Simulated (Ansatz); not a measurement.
Bond stretch in SiAl (cation, charge +1), lowest triplet found (which spin is the ground state isn't settled by this scan).

Level of theory: full CI/aug-cc-pVDZ, frozen core (Ansatz, a quantum-chemistry and plane-wave program).

Relative to R = 2.93 Å, what are the energies at R = 2.64, 4.13, 5.79, 7.81 Å?

1.7 kcal/mol at 2.64 Å, 8.9 kcal/mol at 4.13 Å, 15.6 kcal/mol at 5.79 Å, 17.2 kcal/mol at 7.81 Å.

The scan ran from 1.67 to 7.81 Å; beyond the distances shown full CI changes its symmetry label.
